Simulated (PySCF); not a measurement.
Compound: CH3NSe.
SMILES: `NC=[Se]`

Theory: EOM-EE-CCSD/aug-cc-pVDZ in PySCF, restricted Hartree–Fock reference, 11 core orbitals frozen, non-relativistic, gas phase, PBE0-D3(BJ)/def2-SVP geometry.

Q: Give the EOM-CCSD singlets and triplets.

A: 
| state | E (eV) | Eh | main singles (HF orbitals, share of the singles part) |
| --- | --- | --- | --- |
| singlet 1 | 3.06 | 0.1126 | HOMO→LUMO+3 88 % |
| singlet 2 | 4.47 | 0.1644 | HOMO-1→LUMO+3 68 %, HOMO→LUMO 13 % |
| singlet 3 | 5.03 | 0.1850 | HOMO→LUMO 60 %, HOMO-1→LUMO+3 13 %, HOMO→LUMO+2 11 % |
| singlet 4 | 5.24 | 0.1924 | HOMO-1→LUMO 76 % |
| triplet 1 | 2.90 | 0.1065 | HOMO→LUMO+3 87 % |
| triplet 2 | 2.94 | 0.1082 | HOMO-1→LUMO+3 84 %, HOMO-1→LUMO+9 8 % |

Q: What is the vertical gap between the lowest excited singlet and the lowest triplet?

A: 3.06 − 2.90 = 0.16 eV (15 kJ/mol). Both are led by HOMO→LUMO+3.

The first EOM-IP-CCSD ionisation energy is 8.07 eV, 2.83 eV above the highest singlet listed and 5.01 eV above the lowest.

T1 diagnostic 0.018. EOM-CCSD puts states of mainly double-excitation character too high. An iterative search for so few roots can pass over a low state.

Time: 7.9 min; peak memory 1.4 GiB. Hardware: an Arm Neoverse V1 with one thread, shared host.

Conformer computed: `[NH2:1][CH:2]=[Se:3]`: H–N1–C2–Se3 180°, H–N1–C2–Se3 0°.
